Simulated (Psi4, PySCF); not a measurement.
Psi4 was given this input:
```
memory 2 GB

molecule {
-1 1
  C    -0.12204909   -0.00422136    0.64509125
  F    -0.02347795    1.13289904   -0.27210005
  F     0.00314120   -1.13074558   -0.28187669
  H     0.91532526    0.00594698    1.11524321
}

set basis cc-pvtz
set scf_type pk
set puream true
set d_convergence 1e-8
set dft_radial_points 99
set dft_spherical_points 590

energy('b3lyp5')
print_variables()
```

Problem. Give the equivalent PySCF input.

Solution. Several could match; the one computed here: 
```python
from pyscf import gto, scf, dft

mol = gto.Mole()
mol.atom = '''
    C    -0.12204909   -0.00422136    0.64509125
    F    -0.02347795    1.13289904   -0.27210005
    F     0.00314120   -1.13074558   -0.28187669
    H     0.91532526    0.00594698    1.11524321
'''
mol.basis = 'cc-pvtz'
mol.charge = -1
mol.verbose = 4
mol.build()

mf = dft.RKS(mol)
mf.xc = 'b3lyp5'
mf.grids.atom_grid = (99, 590)
mf.grids.prune = None
mf.kernel()
```

Both were run: Psi4 gave -238.322515 Eh and PySCF -238.322512 Eh, 0.003 mEh apart.
